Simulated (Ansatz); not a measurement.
Input file for `C[SiH2][Te][SiH3]`:

```yaml
crystal:
  periodic: [false, false, false]
  atoms:
    - {symbol: C, position_ang: [-0.028911, 1.539840, 1.153132]}
    - {symbol: Si, position_ang: [0.776703, 1.090873, -0.469943]}
    - {symbol: Te, position_ang: [1.730729, -1.221586, -0.445437]}
    - {symbol: Si, position_ang: [-0.545573, -2.220828, -0.562757]}
    - {symbol: H, position_ang: [-0.848320, 0.855258, 1.381133]}
    - {symbol: H, position_ang: [0.695932, 1.487454, 1.967607]}
    - {symbol: H, position_ang: [-0.431432, 2.555667, 1.107908]}
    - {symbol: H, position_ang: [1.925172, 1.987400, -0.763746]}
    - {symbol: H, position_ang: [-0.206144, 1.181603, -1.582806]}
    - {symbol: H, position_ang: [-1.227423, -1.836661, -1.824874]}
    - {symbol: H, position_ang: [-0.379356, -3.694673, -0.508636]}
    - {symbol: H, position_ang: [-1.384178, -1.779547, 0.582418]}
basis:
  gaussian: {orbitals: def2-SVP}
correlation: {method: ccsd_t}
```

```sh
$ ansatz run in.yaml --threads 4 --pin off --events-out ev --progress --plain
```

The program prints (abridged):

```
Functional definition: HF
1224 factors; integrals over basis functions are off by at most 1.2e-3 eV
mean field evaluation 1: about -24140.3593 eV, gradient 2.4e1 eV
mean field evaluation 2: about -24140.3646 eV, gradient 2.4e1 eV
mean field evaluation 4: about -24142.3690 eV, gradient 2.5e0 eV
mean field evaluation 8: about -24142.3980 eV, gradient 4.7e-4 eV
mean field -24142.39804014 eV, -887.2167636700 hartree, gradient 6.6e-7 eV, S^2 0.000000; 0 other end points of the search recorded, 0 dependent functions left out
15 core orbitals not correlated: weight in the atoms' cores, before any rotation towards them, 1.000 or more for the frozen orbitals, at most 0.000 for the correlated occupied ones
reference -24142.39804014 eV, -887.2167636700 hartree; 18, 18 occupied and 83, 83 virtual orbitals, 1224 factors
second order -12.80099594 eV of doubles, -0.00000000 eV of singles
cycle   1  -14.04034271 eV  change    -1.2e0 eV  update   9.2e-2
cycle   2  -14.51898222 eV  change   -4.8e-1 eV  update   2.8e-2
cycle   3  -14.57214461 eV  change   -5.3e-2 eV  update   9.2e-3
cycle   4  -14.56925602 eV  change    2.9e-3 eV  update   2.6e-3
cycle   5  -14.56855826 eV  change    7.0e-4 eV  update   7.7e-4
cycle   6  -14.56840815 eV  change    1.5e-4 eV  update   2.3e-4
cycle   7  -14.56838991 eV  change    1.8e-5 eV  update   6.7e-5
cycle   8  -14.56840236 eV  change   -1.2e-5 eV  update   2.3e-5
perturbative correction -0.41627731 eV, -0.0152979092 hartree
Total energy: -24157.38271982 eV, -887.7674404913 hartree
```

It took 6.5 s on 4 threads of a server CPU on a shared host, with 0.62 GiB of host memory at the peak.

MP2 recovers 85.4 % of the CCSD(T) correlation energy and the triples give 2.8 %; T1 = 0.0092.
